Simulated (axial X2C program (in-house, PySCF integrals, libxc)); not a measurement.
## What spin–orbit coupling does to SbI

All values were computed with an in-house relativistic program for diatomic molecules. Spin-free means the one-electron spin-free X2C Hamiltonian; two-component (2c) means X2C with spin–orbit coupling and atomic mean-field two-electron Coulomb and Gaunt terms, so the difference of the two also holds small scalar two-electron terms. Basis: I dyall-cv3z [11s12p8d4f1g], Sb dyall-cv3z [11s12p8d4f1g] (cores contracted in-house); Gaussian nuclei, density fitting, unrestricted open shells. Masses: I 126.904 u, Sb 120.904 u.

Spin-free state: M_S = 1, Λ = 0 (beyond evenly filled blocks: π+α, π-α); fragments I + Sb.

| level | Re (Å) | ωe (cm⁻¹) | De (eV) | μ (D) |
| --- | --- | --- | --- | --- |
| PBE0 | 2.685 | 210.6 | 2.425 | 1.42 |
| r2SCAN | 2.692 | 208.4 | 2.467 | 1.31 |

Dipoles are positive if Sb is the positive end.

Two-component determinant lowest at the distance of the search:

Ω = 1 (⟨Sz⟩ = 1.00, ⟨Lz⟩ = 0.00 at PBE0); fragments I + Sb.

| level | Re (Å) | ωe (cm⁻¹) | De (eV) | μ (D) |
| --- | --- | --- | --- | --- |
| PBE0 | 2.692 | 207.0 | 2.125 | 1.36 |
| r2SCAN | 2.699 | 205.3 | n/a | 1.26 |

Task: From the two tables, how do the constants change at the PBE0 level (2c against spin-free)?

Result: At the PBE0 level Re goes up by 0.007 Å and ωe falls by 3.6 cm⁻¹; De changes by -0.300 eV.

Occupations by symmetry block were frozen at the best pattern of an incomplete PBE0 search. Dissociation energies refer to the lowest single-determinant-based atoms at the same level and basis. De is not given where an atomic determinant may have missed its ground term or J level, or where the truncated virtual space spoils (T). Density functionals use the spin component along the axis (collinear). PBE0 can misorder states that lie within some tenths of an eV, so this need not be the ground state of the molecule. The nearest other spin-free determinant of the search, M_S = 0, Λ = 2, lies 0.76 eV up at the distance of the search. Without a current term, density functionals place determinants with orbital angular momentum somewhat too high. With several unpaired electrons one determinant need not be a pure state. Open-shell Ω = 0 determinants with evenly filled partner blocks cannot be reached by this program, so the Ω shown need not be the lowest component. This is the Ω = 1 component of a π² triplet; the 0⁺ component is not one determinant and can lie lowest.
